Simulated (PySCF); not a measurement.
A TDDFT job was run through a driver script with this input:

```
{"job": {"kind": "uv", "xc": "CAM-B3LYP", "basis": "def2-SVPD", "nstates": 8, "ntriplets": 3}, "charge": 0, "multiplicity": 1}
C     -1.015088     1.758087     0.107504
C     -1.335694     0.535046    -0.294891
C     -0.433286    -0.612340    -0.290534
C     -0.806909    -1.822180    -0.705388
O      0.830191    -0.401758     0.161446
Al     2.358778    -0.157494     0.710096
Br     3.128588     1.826718     1.433751
H     -1.725104     2.565956     0.081256
H     -0.030763     2.002364     0.479545
H     -2.327181     0.314489    -0.662902
H     -1.802496    -2.003475    -1.064016
H     -0.121027    -2.650624    -0.691352
H      3.275602    -1.354303     0.717760
```

Its output, with some lines taken out ([cut]) and without the SCF cycles:

```
converged SCF energy = -3047.3858255081

Static polarisability (au): isotropic 100.404, principal 68.136 97.943 135.133

Singlet excitations
state   eV       nm        f      main configurations
  1   5.3639    231.1   0.27433   H->L 0.97
  2   5.8049    213.6   0.00022   H->L+1 0.87, H->L+4 0.09
  3   5.9627    207.9   0.29626   H->L+2 0.97
[cut]
  5   6.4866    191.1   0.00004   H-1->L 0.53, H-3->L 0.33, H-1->L+2 0.08
[cut]
  7   6.8174    181.9   0.02846   H-2->L 0.84
[cut]

[cut]
```

Computed with TDDFT CAM-B3LYP/def2-SVPD, vertical, gas phase, core orbitals frozen in the response (PySCF). Geometry: GFN2-xTB, one conformer, isolated molecule. The CAM-B3LYP/def2-SVPD calculation is non-relativistic and has no spin–orbit coupling, an omission that weighs most on bromine.

Task: What stood in the cut lines?

Result: 
```
  4   6.4337    192.7   0.00498   H-3->L 0.59, H-1->L 0.28
  6   6.6529    186.4   0.00425   H->L+3 0.61, H->L+4 0.15, H->L+5 0.10
  8   7.0307    176.3   0.09915   H-1->L+1 0.71, H-4->L 0.09
Triplet excitations (Tamm-Dancoff, eV): 3.2014 4.7811 5.5988
```

Task: Give the mean polarisability in Å³.

Result: 100.40 au × 0.148185 = 14.88 Å³.

Task: Give the energy of state 1 in hartree, cm⁻¹ and kJ/mol.

Result: 0.19712 hartree, 43263 cm⁻¹, 517.5 kJ/mol.

Task: What is the polarisability anisotropy, √(½[(α1 − α2)² + (α2 − α3)² + (α3 − α1)²])?

Result: 58.14 au.

Task: Which species is it?

Result: `C=CC(=C)[O][AlH][Br]` (C4H6AlBrO), point group Cs.

H and L stand for HOMO and LUMO.

Shape of the structure used: `[CH2:1]=[CH:2][C:3](=[CH2:4])[O:5][AlH:6][Br:7]`: C1–C2–C3–C4 180°.
